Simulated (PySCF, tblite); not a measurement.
Isomers of C5H7NO2. Method: GFN2-xTB as coded in tblite; computed harmonic values from a numerical Hessian at the method's own geometry, unscaled. The method is semi-empirical: single wavenumbers can be off by several per cent or more. One conformer each.

Electronic energies: PBE0/pcSseg-1 single points on the GFN2-xTB geometries (PySCF, gas phase).

```tsv
SMILES	electronic energy, lowest = 0 (kJ/mol)
NC(=O)C(=O)C1CC1	0.0
C=CCNC(=O)C=O	56.8
C[C@@H]1OCO[C@H]1C#N	105.2
COc1ncoc1C	58.3
CNC(=O)/C=C/C=O	31.9
COc1ccc(N)o1	106.9
COC[C@@]1(C#N)CO1	226.8
N=C1CC(C(=O)O)C1	36.1
CO[C@@]1(C#N)CCO1	182.9
```

Task: How do GFN2-xTB zero-point energies change the relative energies?

Result: 
| SMILES | ZPE (kJ/mol) | of it from modes above 1550 cm⁻¹ | electronic (kJ/mol) | with ZPE, lowest = 0 (kJ/mol) | lowest mode (cm⁻¹) | rings |
| --- | --- | --- | --- | --- | --- | --- |
| NC(=O)C(=O)C1CC1 | 301.7 | 155.1 | 0.0 | 0.0 | 53 | 1 |
| CNC(=O)/C=C/C=O | 295.4 | 158.4 | 31.9 | 25.6 | 57 | 0 |
| N=C1CC(C(=O)O)C1 | 303.1 | 152.0 | 36.1 | 37.4 | 25 | 1 |
| C=CCNC(=O)C=O | 295.9 | 159.5 | 56.8 | 51.0 | 45 | 0 |
| COc1ncoc1C | 303.0 | 136.8 | 58.3 | 59.5 | 75 | 1 |
| C[C@@H]1OCO[C@H]1C#N | 303.8 | 138.2 | 105.2 | 107.2 | 38 | 1 |
| COc1ccc(N)o1 | 302.7 | 152.5 | 106.9 | 107.8 | 66 | 1 |
| CO[C@@]1(C#N)CCO1 | 300.2 | 139.7 | 182.9 | 181.4 | 86 | 1 |
| COC[C@@]1(C#N)CO1 | 299.0 | 138.9 | 226.8 | 224.1 | 40 | 1 |

The zero-point energies span 8.4 kJ/mol, from `CNC(=O)/C=C/C=O` to `C[C@@H]1OCO[C@H]1C#N`. The order is unchanged.

Task: And how do the electronic energies of GFN2-xTB itself compare?

Result: `NC(=O)C(=O)C1CC1` 103.8; `CNC(=O)/C=C/C=O` 138.0; `N=C1CC(C(=O)O)C1` 86.9; `C=CCNC(=O)C=O` 168.8; `COc1ncoc1C` 0.0; `C[C@@H]1OCO[C@H]1C#N` 124.1; `COc1ccc(N)o1` 57.6; `CO[C@@]1(C#N)CCO1` 203.5; `COC[C@@]1(C#N)CO1` 234.4 kJ/mol, lowest = 0. Against the energies above, taken from the same isomer `NC(=O)C(=O)C1CC1`, the largest difference is 162.1 kJ/mol.

Task: What do entropy and thermal enthalpy add at 298.15 K and 1 bar (rigid rotor, harmonic oscillator, one conformer each)?

Result: 
| SMILES | point group | symmetry number | S (J/(mol K)) | H − H(0) (kJ/mol) | ZPE + H − H(0) − TS (kJ/mol) |
| --- | --- | --- | --- | --- | --- |
| NC(=O)C(=O)C1CC1 | Cs | 1 | 374.2 | 24.02 | 214.2 |
| CNC(=O)/C=C/C=O | Cs | 1 | 398.9 | 26.91 | 203.4 |
| C=CCNC(=O)C=O | C1 | 1 | 396.6 | 25.97 | 203.7 |
| COc1ncoc1C | Cs | 1 | 372.5 | 23.88 | 215.8 |
| C[C@@H]1OCO[C@H]1C#N | C1 | 1 | 366.6 | 22.82 | 217.3 |
| COc1ccc(N)o1 | C1 | 1 | 365.8 | 23.61 | 217.2 |
| CO[C@@]1(C#N)CCO1 | C1 | 1 | 373.9 | 24.31 | 213.1 |
| COC[C@@]1(C#N)CO1 | C1 | 1 | 382.7 | 24.96 | 209.9 |

Not tabulated: `N=C1CC(C(=O)O)C1` (lowest mode only 24 cm⁻¹).
